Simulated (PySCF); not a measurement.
## Working out the ionisation energy of W²⁺

W²⁺ [Xe] 4f14 5d4 (5D) → W³⁺ [Xe] 4f14 5d3 (4F). Calculation: PySCF 2.14, in aug-cc-pVDZ-PP with ECP60MDF (5s5p4d2f, 54 functions); a scalar-relativistic core potential. Frozen: 5s2 5p6. Energies in hartree (1 hartree = 27.21139 eV):

| part | W²⁺ (lower) | W³⁺ (upper) |
| --- | --- | --- |
| UHF | -65.908227 | -64.997458 |
| CCSD correlation | -0.028481 | -0.011691 |
| (T) | -0.000140 | -0.000021 |

Task: What does Hartree-Fock give?

Result: (-64.997458) − (-65.908227) = 0.910769 hartree = 24.783 eV.

Task: What do CCSD and CCSD(T) give?

Result: The CCSD correlation energies differ by 0.016790 hartree = 0.457 eV and the triples by 0.000119 hartree = 0.003 eV, so CCSD gives 25.240 eV and CCSD(T) 25.243 eV.

Reference: 26 ± 0.4 eV (semi-empirical (NIST evaluation); NIST Atomic Spectra Database, ionization energies), between the lowest levels; spin-orbit coupling is absent from the calculation.

A double-zeta basis recovers only part of the correlation energy.

What remains against the reference includes basis incompleteness, the frozen core and higher excitations.
